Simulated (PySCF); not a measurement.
**Nuclear quadrupole coupling in `N#C[C@@H]1S[C@H]1CS[SiH3]`**

Compound: C4H7NS2Si.
Geometry (GFN2-xTB, Å), atoms numbered from 1 in this order:
```
atom  x, y, z in Å
N1    -3.9791   -1.4073   -1.0483
C2    -3.0500   -1.2304   -0.4052
C3    -1.9041   -0.9967    0.4021
S4    -2.1652   -0.0387    1.9284
C5    -1.2763    0.3568    0.4084
C6     0.2150    0.4664    0.4852
S7     0.9171    0.1297   -1.1811
Si8    2.9940    0.5138   -0.7825
H9    -1.2563   -1.8612    0.5169
H10   -1.7535    1.1154   -0.2047
H11    0.5123    1.4708    0.7870
H12    0.6219   -0.2635    1.1857
H13    3.4116   -0.4136    0.2636
H14    3.6198    0.2760   -2.0669
H15    3.0883    1.8906   -0.3105
```

Field gradients from the PBE0/pcSseg-1 density (PySCF, non-relativistic), principal values in atomic units, ordered |Vxx| ≤ |Vyy| ≤ |Vzz|:

```tsv
atom	Vxx	Vyy	Vzz
N1	0.4479	0.5316	-0.9795
S4	1.1679	2.2240	-3.3918
S7	0.1782	2.2202	-2.3984
```

Question: Find the asymmetry η = (Vxx − Vyy)/Vzz and the couplings χ = eQV/h (234.96 MHz × Q in barn × V in au), with Q(14N) = 0.02044 b, Q(33S) = −0.0678 b.

Answer: 
| atom | environment | nucleus | η | χzz (MHz) | χxx (MHz) | χyy (MHz) |
| --- | --- | --- | --- | --- | --- | --- |
| N1 | nitrile nitrogen | 14N | 0.09 | -4.704 | 2.151 | 2.553 |
| S4 | sulfide sulfur | 33S | 0.31 | 54.03 | -18.60 | -35.43 |
| S7 | sulfur bonded to C and Si | 33S | 0.85 | 38.21 | -2.84 | -35.37 |

The tensor is traceless: Vxx + Vyy + Vzz = 0.

Question: What is Vzz at N1 in SI units (1 au = 9.71736 × 10²¹ V/m²)?

Answer: -0.9795 au = -9.519 × 10²¹ V/m².

Question: And the gradient at the other heavy atoms, for which no coupling is worked out here?

Answer: 
```tsv
atom	environment	Vzz (au)	η
C2	nitrile carbon	-0.361	0.02
C3	sp3 carbon bound to sulfur	0.265	0.44
C5	sp3 carbon bound to sulfur	0.252	0.80
C6	sp3 carbon bound to sulfur	0.265	0.55
Si8	SiH3 silicon	0.604	0.15
```

Question: What couplings would deuterons (Q(2H) = 0.00286 b) have in place of the hydrogens, at this geometry?

Answer: 
```json
{"atom": "H9", "bonded to": "C3", "bond length (Å)": "1.086", "Vzz (au)": "0.3081", "η": "0.09", "χzz (kHz)": "207"}
{"atom": "H10", "bonded to": "C5", "bond length (Å)": "1.086", "Vzz (au)": "0.3068", "η": "0.07", "χzz (kHz)": "206"}
{"atom": "H11", "bonded to": "C6", "bond length (Å)": "1.090", "Vzz (au)": "0.3018", "η": "0.04", "χzz (kHz)": "203"}
{"atom": "H12", "bonded to": "C6", "bond length (Å)": "1.090", "Vzz (au)": "0.2989", "η": "0.04", "χzz (kHz)": "201"}
{"atom": "H13", "bonded to": "Si8", "bond length (Å)": "1.459", "Vzz (au)": "0.1638", "η": "0.02", "χzz (kHz)": "110"}
{"atom": "H14", "bonded to": "Si8", "bond length (Å)": "1.448", "Vzz (au)": "0.1719", "η": "0.02", "χzz (kHz)": "116"}
{"atom": "H15", "bonded to": "Si8", "bond length (Å)": "1.458", "Vzz (au)": "0.1643", "η": "0.02", "χzz (kHz)": "110"}
```

Isolated species at its GFN2-xTB geometry (one conformer only). GFN2-xTB bond lengths can be off by several hundredths of an ångström, more for odd bonds, and the gradients follow them. These gradients aren't converged with respect to the basis.
